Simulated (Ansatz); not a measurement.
Stepwise reaction of `B[SeH]` with hydrogen fluoride, as a gas-phase model of exchange steps in deposition or etching. ΔE in kJ/mol; ΔG adds harmonic PBE0-D4 terms to CCSD(T)/CBS, at 1 bar.

Computed with Ansatz on PBE0-D4/def2-TZVP structures; ΔE is electronic, products minus reactants. CBS: MP2 limit from def2 TZ/QZ plus the TZ coupled-cluster correction, frozen cores. This one scheme is used for every species. DFT in def2-TZVPP. B3LYP here is the variant with VWN-RPA as its local correlation; programs differ in this. For Se outer-core shells are correlated without core-valence functions, which leaves a few kJ/mol of doubt a bond. Scalar relativity is left out up to krypton. One conformer a species, not always the lowest.

| step | reaction | PBE-D4 | B3LYP-D4 | ωB97M-V | CCSD(T)/CBS | ΔG(600 K) |
| --- | --- | --- | --- | --- | --- | --- |
| 2 | `FB[SeH]` + H–F → `FB(F)[SeH]` + H₂ | -119.8 | -123.7 | -124.6 | -115.5 | -114.4 |

Give the row of step 1, `B[SeH]` + H–F → `FB[SeH]` + H₂. (Estimate.)

Computed: 
```tsv
step	reaction	PBE-D4	B3LYP-D4	ωB97M-V	CCSD(T)/CBS	ΔG(600 K)
1	`B[SeH]` + H–F → `FB[SeH]` + H₂	-107.9	-110.4	-109.4	-100.3	-99.8
```

By hand: ΔE of the 2 steps together at CCSD(T)/CBS.

(-100.3) + (-115.5) = -215.8 kJ/mol, or -107.9 kJ/mol a step.

In ΔE each step is lower than the one before. All are downhill at CCSD(T)/CBS. ΔG lies between -114.4 and -99.8 kJ/mol a step. PBE-D4 differs from CCSD(T)/CBS by -7.6 to -4.3 kJ/mol a step. Isolated molecules leave out the surface, adducts and barriers. Largest T1 diagnostic: 0.013.
